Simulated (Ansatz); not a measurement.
`[CH3][V](=[O])([Cl])[Cl]` + NH₃ → `[NH2][V](=[O])([Cl])[Cl]` + CH₄ at 700 K and 1 bar (ligand exchange at a V–C bond).

Computed with Ansatz on PBE0-D4/def2-TZVP structures; ΔE is electronic, products minus reactants. CBS: MP2 limit from def2 TZ/QZ plus the TZ coupled-cluster correction, frozen cores. This one scheme is used for every species. For V outer-core shells are correlated without core-valence functions, which leaves a few kJ/mol of doubt a bond. Scalar relativity is left out up to krypton. Each species was taken in one conformer, which may not be the lowest.

```tsv
species	CCSD(T)/CBS energy (Eh)	H − E (kJ/mol)	S (J/(mol·K))
`[CH3][V](=[O])([Cl])[Cl]`	-1978.17138	182.5	467.7
NH₃	-56.50880	116.9	226.5
`[NH2][V](=[O])([Cl])[Cl]`	-1994.25563	153.2	449.7
CH₄	-40.46206	145.9	224.0
```

H − E and S are ideal-gas, rigid-rotor, harmonic terms from PBE0-D4/def2-TZVP, for one conformer and one mirror image of each species. 1 Eh = 2625.50 kJ/mol, R = 8.31446 J/(mol·K).

Question: By hand: ΔE, ΔH, ΔS and ΔG.

Answer: ΔE = (-1994.25563) + (-40.46206) − (-1978.17138) − (-56.50880) = -0.03751 Eh = -98.5 kJ/mol. Δ(H − E) = 153.2 + 145.9 − 182.5 − 116.9 = -0.3, so ΔH = -98.8 kJ/mol. ΔS = 449.7 + 224.0 − 467.7 − 226.5 = -20.5 J/(mol·K). ΔG = -98.8 − 700 × (-20.5)/1000 = -84.5 kJ/mol.

Question: By hand: the equilibrium constant, and the temperature at which ΔG would vanish if ΔH and ΔS stayed fixed.

Answer: log₁₀ K = −ΔG/(RT ln 10) = 6.3. ΔG = 0 at ΔH/ΔS = 4820 K, far beyond where these terms or the molecules hold.

ΔH outweighs TΔS. A doubt of 5 kJ/mol in ΔE shifts log₁₀ K by 0.4 here. Other conformers and mirror images would add mixing entropy, several J/(mol·K) or more a flexible species. These are equilibria of isolated gas molecules and say nothing of rates. Largest T1 diagnostic: 0.032 (customary marks: 0.02 for closed shells, 0.045 for open ones).
